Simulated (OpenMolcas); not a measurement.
## Pd2+ in a ligand field

Pd2+ with 4 ligands (sulfide) in tetrahedral coordination (Td) at 2.42 Å. A charge of +1.5 e stands 2.8 Å behind each ligand. Ligand basis ANO-RCC-VDZP.
```
Pd    0.0000    0.0000    0.0000
S     1.3972    1.3972    1.3972
S     1.3972   -1.3972   -1.3972
S    -1.3972    1.3972   -1.3972
S    -1.3972   -1.3972    1.3972
```

```yaml
Program: OpenMolcas
Method: "SS-CASPT2, IPEA 0.25 Eh, imaginary shift 0.1 Eh (closed shells correlated: 4s 4p and the ligand valence shells)"
Basis: ANO-RCC-VDZP [6s5p3d1f]
Scalar_Hamiltonian: DKH2, point nucleus
Active_space: 8 electrons in 5 orbitals (4d)
State_averaging: 2S+1 = 3 even, 10 roots; 2S+1 = 1 even, 15 roots
Spin-orbit_coupling: state interaction with AMFI integrals over the reference wave functions
```

The lowest spin-free states (labels of Td), above the lowest:

```
State  Degeneracy  E (cm-1)
  3T1           3         0
  1T2           3       240
  1T2           3      2060
   1E           2      2460
  3T2           3      3250
  1A1           1      4080
  3A2           1      8010
  1T1           3      8260
   1E           2      9160
  3T1           3      9970
  1A1           1     18250
```

The lowest levels with spin-orbit coupling:

```tsv
E (cm-1)	Degeneracy	Label	2S+1
0	1	A1	3
680	3	T1	3
1270	2	E	3 (88 %)
1320	3	T2	1 (76 %)
2110	3	T2	3 (71 %)
3950	2	E	1 (67 %)
4550	3	T2	1 (73 %)
5500	3	T1	3
6100	1	A2	3
6290	3	T2	3 (85 %)
6480	1	A1	1
6880	2	E	3 (79 %)
10640	3	T1	1
10840	2	E	1 (56 %)
11180	3	T2	3
11930	3	T2	3
12350	1	A1	3 (87 %)
12840	3	T1	3
12920	2	E	3 (56 %)
21640	1	A1	1 (87 %)
```

Electric-dipole absorption from the lowest level at this geometry, strongest bands:

| E (cm-1) | λ (nm) | Label | f |
| --- | --- | --- | --- |
| 1320 | 7600 | T2 | 5.85e-05 |
| 2110 | 4740 | T2 | 8.83e-05 |
| 4550 | 2200 | T2 | 1.18e-05 |
| 6290 | 1590 | T2 | 4.54e-05 |
| 11180 | 894 | T2 | 7.34e-04 |
| 11930 | 838 | T2 | 1.62e-03 |

Powder χT (cm3 K/mol): 0.0121 at 2 K, 0.0607 at 10 K, 0.303 at 50 K, 0.606 at 100 K, 1.19 at 200 K, 1.66 at 300 K. The effective moment at 300 K is 2.828 √(χT) = 3.64 μB.

The lowest level has 2S+1 = 3, for which the spin-only value is χT = S(S+1) / 2 = 1.000 cm3 K/mol (g = 2). The computed 1.656 at 300 K differs by +0.656, through orbital momentum, spin-orbit coupling and any other state in reach. With a threefold ground state the orbital momentum is unquenched, so the spin-only value is not expected to hold.

Roots that are degenerate in the reference are averaged as groups; the widest CASPT2 spread within a group is 2300 cm-1 (the 3-fold group of multiplicity 1 near 2060 cm-1 above the lowest state of its run). Shifts and gaps below about the spread of the groups concerned are not significant. Over all roots computed the reference weight is 0.61 to 0.69; the roots of lowest weight are the least certain, and an intruder state may touch them. An orbital triplet at a regular site is open to Jahn-Teller coupling, which can distort the site and quench the lowest spin-orbit gaps and is left out. Real 4d8 and 5d8 ions are as a rule square planar and diamagnetic. The least metal-like active orbital is 83 % on the metal (Löwdin) and no ligand orbital is active, so the numbers are rough. The sulfide ions are held by bare point charges, a crude embedding. Ligand-to-metal charge-transfer states are missing. With no ligand orbital active B as a rule stays too high, so bands that hang on it stand too high and its fall with covalency is understated. With one d shell and no ligand orbital active, 10Dq can be off by a tenth or more. No measured value stands beside these numbers; the geometry was imposed, not optimised, and the real ion may take another.
